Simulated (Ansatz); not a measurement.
Consider the ligand exchange at a B–F bond: `CB(N)F` + PH₃ → `CB(N)P` + H–F.

Gas-phase electronic energies from Ansatz, PBE0-D4/def2-TZVP geometries. CBS: MP2 limit from def2 TZ/QZ plus the TZ coupled-cluster correction, frozen cores. This one scheme is used for every species. DFT in def2-TZVPP. One conformer a species, not always the lowest.

```csv
level,ΔE (kJ/mol),difference from CCSD(T)/CBS
LDA (SPW92),124.7,2.1
PBE-D4,118.4,-4.2
revPBE-D4,112.4,-10.2
BLYP-D4,130.5,7.9
CAM-B3LYP-D4,141.6,19.0
PBE,124.4,1.8
revPBE,124.9,2.3
r2SCAN,133.4,10.8
r2SCANh,133.5,10.9
SCS-MP2/def2-QZVPP,127.9,5.3
CCSD(T)/CBS,122.6,0
```

Largest T1 diagnostic among the species: 0.013.

From BLYP to BHLYP (50 % exact exchange), in def2-TZVPP and without D4, ΔE moves by +6.1 kJ/mol. At CCSD(T), def2-SVP lies +26.2 kJ/mol from the extrapolated value and def2-TZVPP +6.3 kJ/mol.
